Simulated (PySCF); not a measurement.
System: cyclopentadiene, C$_{5}$H$_{6}$, net charge 0, singlet state. SMILES: C1=CCC=C1
Coordinates optimised at B3LYP-D3(BJ)/def2-TZVP (Ansatz):
```xyz
11

C     -0.9587     0.7443    -0.1965
C      0.3189     1.1575    -0.1459
C      1.2075    -0.0245     0.1102
C      0.2403    -1.1689     0.1970
C     -1.0077    -0.7043     0.0170
H     -1.8248     1.3680    -0.3667
H      0.6778     2.1685    -0.2663
H      1.7887     0.0918     1.0330
H      1.9409    -0.1676    -0.6925
H      0.5305    -2.1930     0.3766
H     -1.9147    -1.2920     0.0253
```

Dispersion corrections to the total energy (kcal/mol) from the dftd3 and dftd4 libraries through PySCF: D3(BJ) without and D4 with the three-body term, each with the damping fitted for the functional named.

| functional | D3(BJ) | D4 |
|---|---|---|
| BLYP | -11.50 | -11.97 |
| B2PLYP | -4.21 | -3.64 |
| BHLYP | -7.15 | [?] |
| TPSS | -6.77 | [?] |
| PBE0 | -4.60 | -4.34 |
| r2SCAN | -1.46 | -1.27 |
| LC-wPBE | [?] | -5.79 |

### Question
Fill in the missing entries.

### Answer

- BHLYP, D4: -5.82
- TPSS, D4: -7.12
- LC-wPBE, D3(BJ): -4.90
